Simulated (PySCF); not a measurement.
A small calculation by hand: dipole moment from atomic charges

Be(H)(SH) (BeH₂S), SMILES [BeH][SH]. Atoms are numbered in the order given.

```xyz
4

Be    -0.0011    -1.4138     0.0000
H      0.0422    -2.7435     0.0000
S     -0.0810     0.4881     0.0000
H      1.2582     0.5898     0.0000
```
Charge 0, spin multiplicity 1.

Geometry optimised at ωB97X-D3(BJ)/def2-TZVPD.

Charges (e) from CAM-B3LYP/def2-TZVPD (PySCF):

| atom | ESP fit | IAO |
|---|---|---|
| Be1 | 0.497 | 1.278 |
| H2 | -0.269 | -0.550 |
| S3 | -0.371 | -0.826 |
| H4 | 0.143 | 0.098 |

The dipole moment of the full density is 0.70 D.

Question: What dipole moment does each set of point charges give, and which comes closer to that of the density?

Answer: 
μ = Σ q r, and 1 e Å = 4.8032 D.
ESP fit: Σ q r = (0.198, -0.061, 0.000) e Å, |μ| = 1.00 D.
IAO: Σ q r = (0.166, -0.643, 0.000) e Å, |μ| = 3.19 D.
ESP fit comes closer in size. Point charges leave out the atoms' own dipoles (lone pairs, polarised bonds); fits to the potential absorb them, partitions of the density don't.
